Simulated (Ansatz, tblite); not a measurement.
Spin states of the cluster K2Cl2 (the lowest singlet isomer of a short search), each relaxed with PBE0-D4/def2-TZVP in Ansatz. Electronic energies in the gas phase.

The 6-31G sets use Cartesian d functions. The xTB rows come from tblite. B3LYP takes the VWN-RPA correlation. Correlated methods freeze 20 core orbitals; core or outer-core shells of K are correlated, in sets that lack core-valence functions. In CCSD on the charge 0 triplet the largest single amplitude is 0.42, so its Hartree–Fock determinant may place the open shell otherwise than the density functionals do. In the triplet, Cl3 and Cl4 lie 2.63 Å apart (atoms count from 1), so these atoms are partly bonded to each other. In the quintet geometry the species has come apart into loosely held pieces. The structure comes from a short search, and lower isomers may exist.

Singlet geometry (D2h within 0.1 Å):

Cartesian coordinates in Å:
```
K 0.912 1.364 1.080
K -0.912 -1.364 -1.080
Cl -1.861 0.641 0.765
Cl 1.861 -0.641 -0.765
```

Triplet geometry (D2h within 0.1 Å):

Cartesian coordinates in Å:
```
K -1.704 1.607 1.417
K 1.703 -1.608 -1.416
Cl 1.026 0.533 0.629
Cl -1.026 -0.533 -0.629
```

Quintet geometry (D2h within 0.1 Å):

```xyz
4

K    -0.1997   -2.4796    0.7437
K     0.1996    2.4795   -0.7438
Cl   -3.2787    0.6382    1.2469
Cl    3.2787   -0.6381   -1.2468
```

⟨S²⟩: triplet 2.00 at PBE0-D4/def2-TZVP (pure 2.00), quintet 6.01 at PBE0-D4/def2-TZVP (pure 6.00).

Run but left out: HF/6-31G, HF/def2-TZVP, HF/def2-TZVPP, MP2/def2-TZVP, MP2/def2-TZVPP (triplet: a determinant that CCSD turns far, T1 0.056).

Only these spin states were relaxed. The quintet has fallen apart into loose fragments. The triplet has other bonds than the singlet, so the gap mixes isomer and spin. The quintet has other bonds than the singlet, so the gap mixes isomer and spin.

```tsv
level	triplet − singlet (kcal/mol)	quintet − singlet (kcal/mol)	lowest of these	remarks
GFN1-xTB	134.5	295.5	singlet	–
GFN2-xTB	70.4	229.5	singlet	–
PBE-D4/def2-TZVP	89.2	229.4	singlet	–
revPBE-D4/def2-TZVP	88.2	220.9	singlet	–
r2SCAN-D4/def2-TZVP	97.5	242.5	singlet	–
B97M-V/def2-TZVP	93.8	241.5	singlet	–
B3LYP-D4/6-31G	96.2	223.8	singlet	–
B3LYP-D4/def2-TZVP	95.1	224.0	singlet	–
PBE0-D4/def2-TZVP	97.2	230.5	singlet	–
ωB97M-V/def2-TZVP	108.6	249.0	singlet	–
PBE-QIDH/def2-TZVP	107.1	240.8	singlet	–
RPA@PBE/def2-TZVP	89.6	212.9	singlet	–
CCSD/def2-TZVPP	107.6	230.0	singlet	large T1 (0.056) (triplet)
CCSD(T)/def2-TZVPP	106.4	232.8	singlet	large T1 (0.056) (triplet)
```

Change of the quintet − singlet gap on mixing in exact exchange, in kcal/mol: PBE to PBE0 (25 % exact exchange) 1.1.

The xTB methods have no spin-polarisation term.
